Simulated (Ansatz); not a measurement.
The inner images of a band of C₂H₄AlFO (9 atoms, charge 0, multiplicity 1) are given out of order.

All numbers below come from Ansatz, RKS PBE/6-31G*.

Image 0:

```xyz
9
Properties=species:S:1:pos:R:3
C -1.588 -0.374 1.101
C -0.701 -0.293 0.098
O 0.520 0.305 0.237
Al 1.809 0.524 -0.888
F 3.148 1.317 -0.308
H -1.372 0.039 2.089
H -2.551 -0.863 0.936
H -0.921 -0.710 -0.897
H 1.745 0.009 -2.386
```

Image 6:

```xyz
9
Properties=species:S:1:pos:R:3
C -1.589 -0.351 1.105
C -0.735 -0.210 0.080
O 0.568 0.171 0.251
Al 1.876 0.443 -0.835
F 1.642 0.233 -2.471
H -1.279 -0.164 2.136
H -2.619 -0.658 0.915
H -1.043 -0.397 -0.960
H 3.268 0.887 -0.239
```

Question: Put them in order from the first end to the last, with their energies above the first end.
A.
```xyz
9
Properties=species:S:1:pos:R:3
C -1.500 -0.248 1.207
C -0.800 0.122 0.124
O 0.361 -0.491 -0.256
Al 1.813 -0.015 -1.044
F 2.081 1.581 -1.435
H -1.158 -1.054 1.861
H -2.433 0.264 1.452
H -1.144 0.931 -0.537
H 2.869 -1.136 -1.389
```
B.
```xyz
9
Properties=species:S:1:pos:R:3
C -1.469 -0.222 1.196
C -0.910 0.023 0.001
O 0.330 -0.405 -0.365
Al 1.860 0.067 -0.962
F 2.391 1.643 -0.880
H -0.936 -0.757 1.986
H -2.489 0.113 1.392
H -1.455 0.552 -0.793
H 2.766 -1.061 -1.593
```
C.
```xyz
9
Properties=species:S:1:pos:R:3
C -1.550 -0.398 1.116
C -0.797 -0.115 0.042
O 0.442 0.454 0.134
Al 1.837 0.422 -0.873
F 3.095 1.389 -0.382
H -1.195 -0.198 2.130
H -2.542 -0.837 0.985
H -1.157 -0.311 -0.979
H 1.956 -0.452 -2.190
```
D.
```xyz
9
Properties=species:S:1:pos:R:3
C -1.507 -0.409 1.114
C -0.890 0.032 0.007
O 0.391 0.496 -0.011
Al 1.864 0.310 -0.865
F 3.020 1.457 -0.535
H -0.994 -0.452 2.079
H -2.550 -0.727 1.063
H -1.412 0.088 -0.959
H 2.167 -0.841 -1.910
```
E.
```xyz
9
Properties=species:S:1:pos:R:3
C -1.543 -0.318 1.169
C -0.904 0.013 0.036
O 0.445 0.040 -0.090
Al 1.905 0.201 -0.945
F 2.793 1.589 -0.721
H -1.000 -0.590 2.078
H -2.634 -0.317 1.192
H -1.453 0.290 -0.876
H 2.479 -0.954 -1.860
```

Answer: C (+0.012 eV), D (+0.032 eV), E (+0.068 eV), B (+0.003 eV), A (-0.029 eV).

Time of the run: 2.7 min on 1 thread of Intel(R) Xeon(R) Platinum 8488C (Sapphire Rapids), on a shared host, peak memory 0.14 GiB.
